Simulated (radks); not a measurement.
The numbers below are computed, except where a source is named.
Q: These are the eigenvalues of the occupied orbitals of an atom or ion with whole-number occupations (Ry). Level of theory: non-relativistic Kohn-Sham, TPSS, spin-polarised, spherical densities, point nucleus; meta-GGA in the generalised Kohn-Sham scheme (a radial shooting solver on a logarithmic mesh with Libxc functionals).

1s up: -5903.214
1s down: -5900.635
2s up: -1374.859
2s down: -1370.861
2p up: -1351.795
2p down: -1346.853

Which element is it, and in what charge state? The configuration may be excited. Open shells, if any, are filled with parallel spins first.

A: Z = 79, gold, charge +71: Au71+ in [He] 2s2 2p4. The list shows which subshells hold electrons but not how many an open one holds; the 1s level, -2951.6 hartree, gives Z - s = 76.8 by -(Z - s)^2/2, which with screening narrows Z to a few neighbours, and the depths of the outer levels then fix element, charge and occupations together.
